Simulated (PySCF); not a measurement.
CH₆OSSi. Atoms are numbered in the order given.

```xyz
10

Si     0.7923    -0.3996    -0.5447
O      2.1913    -0.3193     0.3487
S     -0.7128     0.7846     0.4057
C     -2.1947    -0.1881    -0.0209
H      0.2243    -1.7782    -0.6439
H      1.1655     0.0852    -1.8964
H      2.0985    -0.4653     1.2964
H     -2.3996    -0.1592    -1.1004
H     -2.0970    -1.2323     0.3086
H     -3.0401     0.2737     0.5071
```
Charge 0, spin multiplicity 1.

Geometry: ωB97X-D3(BJ)/def2-SVP. The structure was generated by enumeration, and PubChem lists no compound with its InChIKey, so it may never have been made. One conformer was computed; it need not be the lowest.

These are r2SCAN/def2-TZVP run with PySCF values and carry that method's errors.

ESP charges are fitted to the potential on shells at 1.4 to 2.0 van der Waals radii. Atomic charges (e):

```
atom  Mulliken  ESP fit    IAO
----  --------  -------  -----
Si1       0.46     0.47   0.96
O2       -0.54        ?  -0.79
S3       -0.25    -0.22  -0.20
C4       -0.29    -0.47  -0.50
H5       -0.07        ?  -0.17
H6       -0.04        ?  -0.15
H7        0.33     0.39   0.37
H8        0.13        ?   0.16
H9        0.13        ?   0.16
H10       0.13        ?   0.17
```

### Question
Some entries are withheld; supply them. (The exact figures need the calculation; the answer reports its results.)

### Answer

- O2, ESP fit: -0.57
- H5, ESP fit: -0.09
- H6, ESP fit: -0.06
- H8, ESP fit: 0.17
- H9, ESP fit: 0.16
- H10, ESP fit: 0.21

Computed Mayer and Wiberg (Löwdin basis) orders of the bonds:
| bond | Mayer | Wiberg |
|---|---|---|
| Si1–O2 | 1.17 | 1.71 |
| Si1–S3 | 1.16 | 1.55 |
| S3–C4 | 1.00 | 1.47 |
| Si1–H5 | 0.91 | 0.93 |
| Si1–H6 | 0.93 | 0.94 |
| O2–H7 | 0.87 | 1.02 |
| C4–H8 | 0.96 | 0.94 |
| C4–H9 | 0.96 | 0.94 |
| C4–H10 | 0.96 | 0.93 |
